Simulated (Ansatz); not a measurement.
A structure relaxed at PBE-D4/def2-SVP in Ansatz, charge 0, singlet:

```xyz
5

Pd   -0.1806   -0.1157    0.1403
Pd   -0.7556    2.1547   -1.1362
Pd    2.2527   -1.1956   -0.0264
S    -1.6490    1.3987    0.7371
S     0.3325   -2.2421    0.2852
```

(1) Give its formula and point group.

(2) Summarise the bond lengths by kind (pairs closer than 1.2 times the sum of covalent radii, bridged metal pairs left out).

Results:

(1) Pd3S2. Point group C2 (tolerance 0.1 Å).

(2) 4 × Pd–S 2.19 to 2.21 Å.

In the def2 sets Pd takes a core potential; there is no spin–orbit coupling. The restricted singlet is unstable towards broken spin symmetry at other levels; at PBE-D4/def2-SVP this wasn't settled. Another isomer (singlet) lies 0.99 eV lower at PBE0-D4/def2-TZVP; other spin states weren't run for this one.
